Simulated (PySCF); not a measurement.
# Niobium: highly charged ions in a basis for the neutral atom

Nb⁸⁺ [Ar] 3d10 4s2 4p3, Nb⁹⁺ [Ar] 3d10 4s2 4p2. All numbers are calculated (PySCF 2.14, a scalar-relativistic core potential, in cc-pVTZ-PP with ECP28MDF (5s5p4d2f1g, 63 functions)). No spin-orbit coupling, so a gap to NIST mixes the basis error with missing relativistic terms.

Changed run: basis of the neutral atom used for a highly charged ion. This setting is unsound on purpose.

| species | method | sound run (hartree) | changed run (hartree) | converged |
| --- | --- | --- | --- | --- |
| Nb⁸⁺ | UHF | not run | -38.33839 | yes |
| Nb⁸⁺ | M06-L | not run | -38.60012 | yes |
| Nb⁸⁺ | TPSS | not run | -38.52994 | yes |
| Nb⁹⁺ | UHF | not run | -32.45786 | yes |
| Nb⁹⁺ | M06-L | not run | -32.70048 | yes |
| Nb⁹⁺ | TPSS | not run | -32.63655 | yes |

Ionisation energy of Nb⁸⁺:

| method | changed run (eV) | NIST (eV) |
| --- | --- | --- |
| UHF | 160.02 | 159.2 ± 0.7 |
| M06-L | 160.54 | 159.2 ± 0.7 |
| TPSS | 160.37 | 159.2 ± 0.7 |

The contracted functions were made for the neutral atom and can be too rigid for a highly charged ion.
